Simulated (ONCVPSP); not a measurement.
## Before and after: ONCV potential for zinc

- Element: zinc
- Generator: ONCVPSP 4.0.1
- Type: optimised norm-conserving Vanderbilt (ONCV)
- Functional: PBE
- Relativity: non-relativistic
- Frozen core: [Ne]
- Valence charge: 20
- Reference configuration: 3s2 3p6 3d10 4s1 (charge +1)
- Partial waves: 3s+4s: rc 0.95 bohr, ncon 4, nbas 7, qcut 12.7 1/bohr, 2 projectors; 3p: rc 0.80 bohr, ncon 4, nbas 9, qcut 18 1/bohr, 2 projectors, debl 1.7 Ha; 3d: rc 0.85 bohr, ncon 4, nbas 8, qcut 20.2 1/bohr, 2 projectors, debl 2.4 Ha
- Local potential: polynomial inside 0.50 bohr (lpopt 3, dvloc0 2 Ha)
- Core correction: Teter function, fcfact 2, rcfact 1.75

In the p channel the program set the typed energies aside and used -3.379, 0.250 Ha.

Change: s: qcut 8.4; p: qcut 11.9; d: qcut 13.4.

Cutoffs: the cutoffs (Ha) at which the residual kinetic energy of the hardest occupied pseudo-wave falls to 1 and 0.1 mHa per electron; they do not see the model core or the augmentation charge, which bear on the density cutoff. Errors are all-electron minus pseudo energies relative to the spin-unpolarised reference configuration.

Question: What does the change do?

Answer: The potential gets harder (144 Ha and 164 Ha → 201 Ha and 328 Ha); of the 4 tests that both files solve, the error grows in 2 and shrinks in 0 by more than 15 % and 0.3 meV (median size 0.6 → 1.4 meV); neither file shows a bound ghost.

```tsv
quantity	base	changed
cutoff, loose	144 Ha	201 Ha
cutoff, tight	164 Ha	328 Ha
loose cutoff by channel	s 62 Ha, p 98 Ha, d 144 Ha	s 115 Ha, p 46 Ha, d 201 Ha
bound ghosts	none	none
GHOST(+) flags under 300 eV	none	none
error for 3s2 3p6 3d10 4s2, meV [ΔE -9.67 eV]	+0.2	+0.3
error for 3s2 3p6 3d10 4s0, meV [ΔE 18.08 eV]	+0.5	+0.7
error for 3s2 3p6 3d9 4s0, meV [ΔE 58.90 eV]	+0.7	+2.1
error for 3s1 3p6 3d10 4s2, meV [ΔE 124.21 eV]	+3.5	-58
s: phases at 0.96 bohr within 0.05 rad from the reference energy up to (Ha; the scan ends near 5)	to the end of the scan	to the end of the scan
p: phases at 0.81 bohr within 0.05 rad from the reference energy up to (Ha; the scan ends near 5)	to the end of the scan	to the end of the scan
d: phases at 0.87 bohr within 0.05 rad from the reference energy up to (Ha; the scan ends near 5)	to the end of the scan	to the end of the scan
rms error of d²Exc/dni dnj with the model core, mHa	1.34	1.82
```
